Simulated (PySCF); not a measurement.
An excited-state job on B2Cl4H4P2.

Computed with TDDFT CAM-B3LYP/def2-SVPD, vertical, gas phase, core orbitals frozen in the response (PySCF 2.14.0, density-fitted response routines). Geometry: PBE0-D3(BJ)/def2-SVP. A driver script takes a list of jobs; this job's settings line and coordinates (Å) are shown.

Command:
```bash
OMP_NUM_THREADS=1 python probes_run.py task.json out
```

Input:
```
{"job": {"kind": "uv", "xc": "CAM-B3LYP", "basis": "def2-SVPD", "ip": false, "nstates": 10}, "charge": 0, "multiplicity": 1}
B     -0.249142     0.594936    -1.292517
Cl    -1.827558     1.385368    -1.702505
Cl     1.032373     0.577159    -2.576055
P     -0.488125    -1.227150    -0.462765
B      0.285884    -0.613969     1.295194
Cl     1.889964    -1.387511     1.634682
Cl    -0.946625    -0.632917     2.624918
P      0.486239     1.219616     0.478608
H      0.213844    -2.275949    -1.101268
H     -1.821264    -1.695499    -0.401789
H      1.802911     1.734919     0.442490
H     -0.263021     2.238248     1.111987
```

Output:
```
coarse grid: 14400 points
cycle   1  E = -2574.6620051063  dE =  1.028e+00  |g| = 4.854e-01  |ddm| = 4.660e+00
cycle   2  E = -2574.6706584553  dE = -8.653e-03  |g| = 5.290e-01  |ddm| = 1.821e+00
cycle   3  E = -2574.7463663243  dE = -7.571e-02  |g| = 6.082e-02  |ddm| = 8.994e-01
cycle   4  E = -2574.7475408137  dE = -1.174e-03  |g| = 2.620e-02  |ddm| = 1.806e-01
cycle   5  E = -2574.7477709361  dE = -2.301e-04  |g| = 2.899e-03  |ddm| = 5.558e-02
cycle   6  E = -2574.7477748896  dE = -3.954e-06  |g| = 1.138e-03  |ddm| = 7.914e-03
final grid: 114744 points
cycle   7  E = -2575.0193580124  dE = -1.569e-05  |g| = 2.295e-03  |ddm| = 5.056e-02
cycle   8  E = -2575.0193589023  dE = -8.899e-07  |g| = 1.426e-03  |ddm| = 6.840e-03
cycle   9  E = -2575.0193593803  dE = -4.780e-07  |g| = 1.123e-04  |ddm| = 2.701e-03
cycle  10  E = -2575.0193593837  dE = -3.320e-09  |g| = 9.742e-05  |ddm| = 4.880e-04
cycle  11  E = -2575.0193593866  dE = -2.910e-09  |g| = 1.357e-05  |ddm| = 1.761e-04
cycle  12  E = -2575.0193593866  dE = -7.776e-11  |g| = 4.430e-06  |ddm| = 3.977e-05
converged SCF energy = -2575.0193593866

Static polarisability (au): isotropic 132.394, principal 121.679 129.494 146.009

Singlet excitations
state   eV       nm        f      main configurations
  1   5.0835    243.9   0.00000   H->L 0.97
  2   5.9863    207.1   0.02723   H->L+1 0.97
  3   6.0401    205.3   0.00001   H-1->L 0.95
  4   6.2538    198.3   0.00003   H-2->L 0.97
  5   6.5241    190.0   0.00000   H-2->L+1 0.66, H->L+2 0.16, H->L+3 0.12
  6   6.6717    185.8   0.01712   H-3->L 0.95
  7   6.7323    184.2   0.00001   H-4->L 0.96
  8   6.7732    183.1   0.00000   H->L+2 0.69, H-2->L+1 0.23
  9   6.8195    181.8   0.00000   H-1->L+1 0.96
 10   7.0058    177.0   0.00834   H-5->L 0.97

Triplet excitations (Tamm-Dancoff, eV): 4.8724 5.3374 5.5800 5.6336
```

The SCF starts on a coarse grid where the log names one; the energy can jump when the final grid takes over, and dE then counts from the start density on the new grid. H and L stand for HOMO and LUMO; the number after each pair is its weight.

How does the lowest singlet excitation compare with the HOMO–LUMO gap?

HOMO -9.05 eV and LUMO -0.60 eV give a gap of 8.45 eV; S1 at 5.08 eV lies 3.37 eV below it.

Give S1 in cm⁻¹ and kJ/mol.

5.0835 eV × 8065.54 = 41001 cm⁻¹; × 96.485 = 490.5 kJ/mol.

Summary of the converged run: HOMO -9.05 eV, LUMO -0.60 eV; lowest singlet 5.08 eV; lowest triplet 4.87 eV (Tamm–Dancoff); mean polarisability 132.4 au.

Hardware: Arm Neoverse V2, one thread, shared host with 96 logical CPUs at a one-minute load of 19. Cost: 56 s of wall time (grids of density and orbitals included), 1.1 GiB resident at most.

One conformer stands for the species.
Labels such as C1 count atoms from 1, the log's own numbers from 0.
